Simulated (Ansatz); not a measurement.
Computed with Ansatz.

A structure relaxed at PBE0-D4/def2-TZVP, charge 0, multiplicity 1:

Cartesian coordinates in Å:
```
C -0.325 -0.492 -1.138
Si 0.244 0.571 0.249
Cl 2.198 1.091 0.048
Cl -0.897 2.242 0.435
C 0.103 -0.342 1.847
N 0.001 -0.945 2.822
H 0.287 -1.395 -1.193
H -0.242 0.049 -2.083
H -1.368 -0.779 -0.986
```

Q: Give its formula and SMILES.

A: C2H3Cl2NSi, `C[Si](Cl)(Cl)C#N`.

Q: Point group (tolerance 0.08 Å, 0.16 Å for H)?

A: Cs.

Q: Summarise the bond lengths by kind.

A: 2 × C–Si 1.838 to 1.846 Å; 3 × C–H 1.092 Å; 2 × Cl–Si 2.032 Å; 1 × C–N 1.151 Å.
